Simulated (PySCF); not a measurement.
Match the calculated data to a structure.

All candidates are C7H11NSi2.

| technique | computed result |
| --- | --- |
| NMR, other nuclei | isotropic shieldings of nuclei other than C and H, by class: -36 (1 N), 415 (1 Si), 449 (1 Si) ppm [GIAO PBE0/pcSseg-1] |
| 13C NMR | chemical shifts (computed TMS as zero) by class: 126.0 (1 C), 117.2 (1 C), 113.7 (1 C), 26.9 (1 C), 21.9 (1 C), 21.3 (1 C), 20.2 (1 C) ppm [GIAO PBE0/pcSseg-1] |
| Rotational structure | rotational constants A, B, C: 2.404, 0.376, 0.338 GHz [GFN2-xTB] |
| 1H NMR | chemical shifts (computed TMS as zero) by class: 4.76 (1 H), 4.65 (1 H), 4.22 (3 H), 3.15 (1 H), 2.47 (1 H), 2.45 (1 H), 2.43 (1 H), 2.21 (1 H), 2.01 (1 H) ppm [GIAO PBE0/pcSseg-1] |
| Dipole | 4.26 D [PBE0/pcSseg-1] |

The electronic properties come from PySCF, for the isolated species, density fitting. Levels stand in brackets. One conformer (not necessarily the lowest) at the GFN2-xTB geometry, without solvent, vibrations or thermal averaging. NMR values are class means; diastereotopic atoms form classes of their own.

Question: Which candidate is it?
A. `N#C[C@@H]1CC[C@@H]1[SiH2]C#C[SiH3]`
B. `CC1=C[SiH2]CC=C[Si@H]1C#N`
C. `C#C[Si@H](C[SiH3])n1cccc1`
D. `C#C[SiH2]C#C[SiH2][C@@H]1C[C@H]1N`
E. `C#C[SiH2][Si@H]1C[C@H](CC#N)C1`

Answer: A. It is `N#C[C@@H]1CC[C@@H]1[SiH2]C#C[SiH3]`. Numbering: `[N:1]#[C:2][C@@H:3]1[CH2:4][CH2:5][C@@H:6]1[SiH2:7][C:8]#[C:9][SiH3:10]`. Its formula, C7H11NSi2, gives 5 degrees of unsaturation: 1 ring and 4 π bonds in the structure found. 7 carbons fall into 7 classes; from least to most shielded: nitrile carbon [C2] (126.0 ppm), alkyne carbon [C8] (117.2 ppm), alkyne carbon [C9] (113.7 ppm), four-membered-ring carbon [C4] (26.9 ppm), four-membered-ring carbon [C5] (21.9 ppm), ring sp3 carbon bound to silicon [C6] (21.3 ppm), sp3 carbon next to a nitrile [C3] (20.2 ppm). Hydrogen classes from least to most shielded: 1 H on an SiH2 silicon, Si7 (4.76 ppm), 1 H on an SiH2 silicon, Si7 (4.65 ppm), 3 H on an SiH3 silicon, Si10 (4.22 ppm), 1 H on an sp3 carbon next to a nitrile, C3 (3.15 ppm), 1 H on a four-membered-ring carbon, C4 (2.47 ppm), 1 H on a four-membered-ring carbon, C5 (2.45 ppm), 1 H on a four-membered-ring carbon, C4 (2.43 ppm), 1 H on an sp3 carbon bound to silicon, C6 (2.21 ppm), 1 H on a four-membered-ring carbon, C5 (2.01 ppm). The other shieldings belong to: -36 ppm, nitrile nitrogen [N1]; 415 ppm, SiH2 silicon [Si7]; 449 ppm, SiH3 silicon [Si10]. The optimised geometry has point group C1 and is an asymmetric top.

The others, at the same levels:
- `C#C[SiH2][Si@H]1C[C@H](CC#N)C1` fails: it has 6 carbon classes against 7; its computed 13C shifts are 123.3 (1 C), 107.2 (1 C), 83.3 (1 C), 36.0 (1 C), 29.3 (1 C), 18.5 (2 C) ppm, 1H shifts are 4.91 (1 H), 4.42 (2 H), 3.08 (1 H), 2.20 (2 H), 2.06 (1 H), 1.88 (2 H), 1.30 (2 H) ppm and rotational constant A is 1.509 GHz (against 2.404 GHz).
- `CC1=C[SiH2]CC=C[Si@H]1C#N` fails: its computed 13C shifts are 163.6 (1 C), 162.6 (1 C), 145.2 (1 C), 126.1 (1 C), 126.1 (1 C), 35.1 (1 C), 20.3 (1 C) ppm, 1H shifts are 7.39 (1 H), 6.82 (1 H), 6.12 (1 H), 5.37 (1 H), 4.41 (1 H), 4.39 (1 H), 2.38 (3 H), 2.23 (1 H), 1.86 (1 H) ppm and rotational constant A is 1.564 GHz (against 2.404 GHz).
- `C#C[Si@H](C[SiH3])n1cccc1` fails: it has 5 carbon classes against 7; its computed 13C shifts are 125.8 (2 C), 118.0 (2 C), 104.1 (1 C), 88.5 (1 C), -2.2 (1 C) ppm, 1H shifts are 6.76 (2 H), 6.63 (2 H), 5.31 (1 H), 3.58 (3 H), 2.10 (1 H), 0.49 (1 H), 0.00 (1 H) ppm and rotational constant A is 0.970 GHz (against 2.404 GHz).
- `C#C[SiH2]C#C[SiH2][C@@H]1C[C@H]1N` fails: its computed 13C shifts are 118.0 (1 C), 113.1 (1 C), 103.9 (1 C), 84.2 (1 C), 33.9 (1 C), 15.6 (1 C), 9.3 (1 C) ppm, 1H shifts are 4.77 (1 H), 4.75 (1 H), 4.65 (1 H), 3.88 (1 H), 2.01 (1 H), 1.92 (1 H), 0.78 (1 H), 0.64 (1 H), 0.55 (2 H), -0.54 (1 H) ppm and rotational constant A is 1.990 GHz (against 2.404 GHz).

Each candidate is one conformer, not necessarily the lowest. Dipoles, sizes and rotational constants follow the conformer. The torsions of the flexible species, by atom-mapped SMILES:
- `[N:1]#[C:2][C@@H:3]1[CH2:4][CH2:5][C@@H:6]1[SiH2:7][C:8]#[C:9][SiH3:10]`: C5–C6–Si7–C8 66°
- `[CH:1]#[C:2][SiH2:3][Si@H:4]1[CH2:5][C@H:6]([CH2:7][C:8]#[N:9])[CH2:10]1`: C2–Si3–Si4–C5 -42°, C5–C6–C7–C8 179°
- `[CH:1]#[C:2][Si@H:3]([CH2:4][SiH3:5])[n:6]1[cH:7][cH:8][cH:9][cH:10]1`: C2–Si3–C4–Si5 -168°, C2–Si3–N6–C7 51°
- `[CH:1]#[C:2][SiH2:3][C:4]#[C:5][SiH2:6][C@@H:7]1[CH2:8][C@H:9]1[NH2:10]`: C5–Si6–C7–C8 -113°, H–N10–C9–C8 155°, H–N10–C9–C8 35°

The conformers of `CC1=C[SiH2]CC=C[Si@H]1C#N` aren't listed.
